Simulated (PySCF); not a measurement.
## Core-level binding energies of `F[C@@H]1CCOC[C@@H](F)C1`

Compound: C₆H₁₀F₂O.
Atom-mapped SMILES: `[F:1][C@@H:2]1[CH2:3][CH2:4][O:5][CH2:6][C@@H:7]([F:8])[CH2:9]1`

Theory: delta-SCF UKS SCAN, pcX-2 on the ionised atom, pcseg-1 elsewhere, spin-free X2C in PySCF. Each binding energy is the total energy of the core-ionised species, with the hole localised on one atom, minus that of the ground state; both are solved self-consistently, so orbital relaxation is included.

Q: What binding energy does each computed site have?

A: 
```
atom(s)                 environment  level  binding energy (eV)  above the level's lowest (eV)  count
     F1              alkyl fluorine   F 1s               692.09                           0.00      1
     C2              sp3 C–F carbon   C 1s               292.88                          +2.10      1
     C3             ring CH2 carbon   C 1s               290.78                           0.00      1
     C4  sp3 carbon bound to oxygen   C 1s               292.28                          +1.50      1
     O5         cyclic ether oxygen   O 1s               538.49                           0.00      1
     C6  sp3 carbon bound to oxygen   C 1s               292.43                          +1.65      1
     C7              sp3 C–F carbon   C 1s               293.19                          +2.41      1
     F8              alkyl fluorine   F 1s               692.35                          +0.26      1
     C9             ring CH2 carbon   C 1s               291.06                          +0.28      1
```

The listed C 1s values span 2.41 eV, from C3 (bonded to 2 C and 2 H) to C7 (bonded to F, 2 C and H). Summing the Pauling electronegativity differences to the bonded atoms, each weighted by its formal bond order, gives -0.70 for the lowest site and +1.08 for the highest; no listed site has a larger sum than the highest.

Lowest listed F 1s: F1, bonded to C. Highest, 0.26 eV above it: F8, bonded to C.

Q: What is the longest wavelength that can ionise C 1s of C3 vertically?

A: λ = hc/E = 12398.42 eV Å / 290.78 eV = 42.638 Å.

Q: Which effective nuclear charge Zeff reproduces each element's mean 1s value in the hydrogen-like formula E = 13.606 eV × Zeff²?

A: C (Z = 6): mean 292.1 eV, Zeff = 4.63, Z − Zeff = 1.37; O (Z = 8): mean 538.5 eV, Zeff = 6.29, Z − Zeff = 1.71; F (Z = 9): mean 692.2 eV, Zeff = 7.13, Z − Zeff = 1.87. Means run over the listed sites, weighted by atom count.

Geometry: PBE0-D3(BJ)/def2-SVP, one conformer, isolated molecule.

The run took 5.7 min on an Arm Neoverse N1 with one thread (shared host).
